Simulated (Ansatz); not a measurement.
`[CH3][AlH][C](=N)Cl` + H₂ → `[CH3][AlH][CH]=N` + HCl  (hydrogenolysis of a C–Cl bond)

Isolated molecules relaxed with PBE0-D4/def2-TZVP in Ansatz; ΔE leaves out vibrations. CBS: MP2 limit from def2 TZ/QZ plus the TZ coupled-cluster correction, frozen cores. This one scheme is used for every species. DFT in def2-TZVPP. B3LYP here is the variant with VWN-RPA as its local correlation; programs differ in this. Each species was taken in one conformer, which may not be the lowest.

`[CH3][AlH][C](=N)Cl`:

Cartesian coordinates in Å:
```
C -0.631 0.351 1.717
Al 0.144 0.665 -0.029
C 0.382 -0.820 -1.330
N 0.861 -0.794 -2.490
Cl -0.173 -2.406 -0.740
H -0.671 1.249 2.336
H -0.062 -0.414 2.256
H -1.648 -0.041 1.616
H 0.652 2.054 -0.607
H 1.147 0.157 -2.729
```

H₂:

Z-matrix (Å, degrees):
```
H
H 1 0.746
```

`[CH3][AlH][CH]=N`:

Cartesian coordinates in Å:
```
C 1.604 0.074 0.712
Al 0.266 -0.851 -0.349
C -1.503 0.008 -0.619
N -1.637 1.155 -0.074
H 1.898 -0.520 1.583
H 1.228 1.038 1.063
H 2.518 0.249 0.134
H 0.527 -2.275 -1.015
H -2.336 -0.436 -1.193
H -2.564 1.559 -0.243
```

HCl:

```xyz
2

Cl   -0.073   -0.568   -0.284
H     0.073    0.568    0.284
```

```csv
level,ΔE (kJ/mol),difference from CCSD(T)/CBS
B3LYP-D4,-28.2,7.6
r2SCAN0-D4,-29.2,6.6
CAM-B3LYP-D4,-35.8,0.0
BLYP,-28.4,7.4
r2SCAN0,-30.7,5.1
LC-ωPBE,-41.0,-5.2
CCSD/def2-SVP,-53.9,-18.1
SCS-MP2/def2-QZVPP,-35.7,0.1
HF/CBS(def2),-61.7,-25.9
CCSD/CBS(def2),-43.8,-8.0
CCSD(T)/CBS,-35.8,0
```

Largest T1 diagnostic among the species: 0.012.

Leaving LDA and LC-ωPBE aside and taking each functional with its dispersion term where it has one, the values, not all of them listed here, spread over 25.6 kJ/mol, from BHLYP-D4 to revPBE-D4. LDA lies +6.3 kJ/mol from PBE without D4. From BLYP to BHLYP (50 % exact exchange), in def2-TZVPP and without D4, ΔE moves by −18.3 kJ/mol. At CCSD(T), def2-SVP lies −11.8 kJ/mol from the extrapolated value and def2-TZVPP −3.7 kJ/mol.

CCSD(T)/CBS has its own doubt, a few kJ/mol and more with outer-core shells, so smaller differences from it don't rank the levels.
